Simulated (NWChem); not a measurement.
C$_{3}$H$_{2}$BrCl; SMILES ClC=C=CBr

```xyz
7

Cl     0.4700    -3.1461    -0.1166
C     -0.5799    -1.9209     0.5510
C     -0.7229    -0.7207     0.0265
C     -0.8723     0.4806    -0.4808
Br     0.2120     1.9697     0.0249
H     -1.1175    -2.2522     1.4551
H     -1.6274     0.7429    -1.2390
```
Atoms are numbered in this order, from 1.

Program: NWChem. The geometry was optimised at PBE-D3(BJ)/def2-SVP. Vzz is the largest principal value of the second derivative of the potential at the nucleus (NWChem prints the opposite sign); η is the asymmetry. Non-relativistic.

### Question
Predict the results for Hartree-Fock/def2-TZVP. Quantities: Vzz Cl1 (a.u.); η Cl1; Vzz Br5 (a.u.); η Br5.

### Answer
- Vzz Cl1 (a.u.): 4.299
- η Cl1: 0.07
- Vzz Br5 (a.u.): 7.763
- η Br5: 0.05
